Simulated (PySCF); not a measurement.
Assignment exercise: C₄H₅Cl₂FSi

Numbering as in the mapped SMILES `[CH3:1][SiH2:2][C:3]#[C:4][C:5]([F:6])([Cl:7])[Cl:8]`; H(Xn) means a hydrogen on atom n.

Theoretical values (PySCF): structure optimised with GFN2-xTB, shielding tensors at PBE0/pcSseg-1 (GIAO). Single conformer, fast rotation and ring inversion assumed for equivalent nuclei, isolated molecule, non-relativistic.

Shifts are taken against calculated references (same method and geometry level): 13C and 1H against TMS.

Task: Assign these signals to the numbered atoms. 13C{1H} NMR (computed): δ 119.7 (C), 104.8 (C), 104.6 (C), -5.6 (CH3).

Result: 
| δ (ppm) | atoms | environment | reason |
| --- | --- | --- | --- |
| 119.7 | C5 | propargylic fully substituted sp3 carbon bonded to 2 Cl and F | 3 electronegative neighbours deshield it |
| 104.8 | C3 | alkyne carbon | the triple bond shields along its axis, which puts it between sp3 and sp2 carbons |
| 104.6 | C4 | alkyne carbon | – |
| -5.6 | C1 | methyl carbon bonded to Si | an electropositive neighbour leaves it electron-rich and shielded |

C3 and C4 lie closer than the usual error of such a calculation, so a measured spectrum could show them in the other order.

Task: Assign these signals to the numbered atoms. 1H NMR (600 MHz, computed): δ 4.53 (q, 2H), 0.42 (t, 3H).

Result: 
4.53 → H(Si2), hydrogen on a silicon bonded to 2 C
0.42 → H(C1), hydrogen on a methyl carbon bonded to Si: an electropositive neighbour shields it, as in TMS itself

Carbons that carry Cl, above all several Cl atoms, come out too deshielded, partly because spin–orbit coupling is missing. Splittings by 19F in the carbon and heteronuclear signals aren't shown, as no couplings were computed. Shifts are as computed. Against solution values, carbons near 30 ppm lie about +3 ppm off and those near 130 ppm about +5 ppm; carbons on Cl a further +6 ppm. Of 1309 compounds with measured shifts, 239 miss one by over three times the rms of a fit or turn the order of signals round; such compounds aren't used in these exercises. Multiplicities follow the n + 1 count of equivalent neighbours, as no J values were calculated; m marks all less simple cases, F and P coupling included.
